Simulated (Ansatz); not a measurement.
Be₉O₉ (the lowest singlet isomer of a short search). Charge 0, multiplicity 1. Geometry r2SCAN-D4/def2-SVP, basis def2-TZVP, Ansatz.

```csv
atom,x (Å),y (Å),z (Å)
Be1,3.718,-1.162,0.962
Be2,1.907,-3.075,1.713
Be3,-0.792,-3.551,1.657
Be4,-2.993,2.260,-1.415
Be5,-3.121,-2.369,0.827
Be6,-3.993,-0.073,-0.385
Be7,2.081,3.146,-1.328
Be8,-0.594,3.529,-1.788
Be9,3.786,1.296,-0.244
O10,-2.161,-3.273,1.372
O11,-3.863,1.210,-0.994
O12,4.151,0.074,0.396
O13,0.616,-3.661,1.864
O14,-1.982,3.201,-1.769
O15,0.822,3.689,-1.722
O16,3.242,2.456,-0.871
O17,3.110,-2.343,1.481
O18,-3.934,-1.352,0.244
```

```
run  HOMO (eV)  LUMO (eV)
  A      -7.33      -1.23
  B      -7.02      -1.72
  C      -8.56      -1.07
  D      -8.30      -1.30
  E      -7.30      -1.86
```

B3LYP takes the VWN-RPA correlation. The structure comes from a short search, and lower isomers may exist.

Question: The runs used B3LYP, LDA (SPW92), PBE, PBE0, r2SCAN. Estimate which is which.

Answer: A r2SCAN (0 % exact exchange); B PBE (0 % exact exchange); C PBE0 (25 % exact exchange); D B3LYP (20 % exact exchange); E LDA (SPW92) (0 % exact exchange). Exact exchange lowers occupied and raises empty levels; among semilocal functionals meta-GGAs tend to open the gap a little, and such runs are hard to tell apart. The gap grows from 5.30 eV (PBE) to 7.49 eV (PBE0).
